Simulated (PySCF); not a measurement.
Basis and Hamiltonian dependence of the excitation energy of Se+

Se+ [Ar] 3d10 4s2 4p3 (4S) → Se+ [Ar] 3d10 4s1 4p3 4d1 (6D). All values are computed (PySCF 2.14, energy differences of UHF-based or UKS calculations, no spin-orbit coupling). Values in eV.

```
                                                            basis       Hamiltonian  functions     UHF     LDA    PBE0  MP2 (valence)  CCSD(T) (valence)
                                     aug-cc-pVDZ-PP with ECP10MDF               ECP         32  19.263  22.127  21.355         20.448             20.743
                                                     ANO-RCC-VTZP     spin-free X2C         43  19.588  22.565  21.771         20.944             21.210
   x2c-TZVPPall with one added diffuse shell each of s, p, d type     spin-free X2C         57  18.882  21.722  21.023         20.277             20.545
                                                   aug-cc-pVTZ-DK     spin-free X2C         59  18.898  21.774  21.064         20.241             20.489
                                                   aug-cc-pVQZ-DK     spin-free X2C         93  18.845  21.723  21.010         20.279             20.488
                                                      def2-QZVPPD  non-relativistic         98  18.132  20.954  20.261         19.607             19.835
x2c-QZVPPall with one added diffuse shell each of s, p, d, f type     spin-free X2C        113  18.852  21.750  21.026         20.299                n/a
```

Frozen in the all-electron rows: valence: [Ar] 3d10; with a core potential, the same shells as far as they lie outside it.

At UHF, aug-cc-pVDZ-PP with ECP10MDF, ANO-RCC-VTZP lie more than 0.3 eV from the median of the rows with comparable relativity. Of these, ANO-RCC-VTZP has no diffuse functions of the l that the added or promoted electron needs.

Non-relativistic rows lack the scalar-relativistic shift.
